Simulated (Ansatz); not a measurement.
A thermochemical cycle in electronic energies (no zero-point or thermal terms), species as SMILES, kcal/mol. Structures are relaxed separately at B3LYP-D3(BJ)/def2-TZVP in Ansatz (a program for electronic structure). Correlated levels leave the core frozen unless marked. UHF or UKS for open shells. Spin-orbit coupling is left out. Non-relativistic. Basis-set limits of correlation are two-point, X^-3; Hartree-Fock from the larger set. [CCSD(T)-MP2]/basis is that difference in the basis named. Anions need diffuse functions, of which def2-TZVPD holds fewer than the aug- sets.

```
step                                                                                        RI-MP2/CBS(aug-cc-pVTZ,aug-cc-pVQZ)+[CCSD(T)-MP2]/aug-cc-pVTZ (Ansatz)  PBE0-D4/def2-TZVPD (Ansatz + dftd4)
------------------------------------------------------------------------------------------  ----------------------------------------------------------------------  -----------------------------------
electron affinity EA, positive where the anion is bound: [BH2-]C#[O+] + e- → [BH2-2]C#[O+]                                                                    27.5                                 23.5
deprotonation energy A: [BH3-]C#[O+] → [BH2-2]C#[O+] + H+                                                                                                    369.8                                370.2
ionisation of the H atom at the same level, IE                                                                                                               313.7                                314.4
```

Problem. Find the bond energy D: [BH3-]C#[O+] → [BH2-]C#[O+] + H atom.

Solution. Breaking the bond, ionising the H atom and attaching the electron to the radical add up to the deprotonation, A = D + IE - EA. At RI-MP2/CBS(aug-cc-pVTZ,aug-cc-pVQZ)+[CCSD(T)-MP2]/aug-cc-pVTZ: D = A - IE + EA = 369.8 - 313.7 + 27.5 = 83.6. At PBE0-D4/def2-TZVPD: D = A - IE + EA = 370.2 - 314.4 + 23.5 = 79.3. The functional differs from the first level by -4.3 in D, -4.0 in EA and +0.4 in A; for EA and A the gap mixes functional and basis.
